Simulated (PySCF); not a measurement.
## Ionisation energy of Ti+ by level of theory

Ti+ [Ar] 3d2 4s1 (4F) → Ti(2+) [Ar] 3d2 (3F), as a difference of total energies. Computed with PySCF 2.14 in ANO-RCC-VTZP (6s5p3d2f1g, 59 functions), with scalar relativity by spin-free X2C-1e. Correlated levels: valence: [Ar] frozen. The calculations carry no spin-orbit coupling.

```csv
method,ionisation energy (eV)
UHF,12.930
MP2 (valence),13.104
SCS-MP2 (valence),12.988
CCSD (valence),13.156
CCSD(T) (valence),13.159
```

How much does correlation contribute at CCSD(T) (valence)?

13.159 − (12.930) = 0.229 eV, measured against UHF.

Errors of the correlated levels include the incompleteness of this basis and the frozen core.

For comparison: 13.575 eV (measured; NIST Atomic Spectra Database, ionization energies).
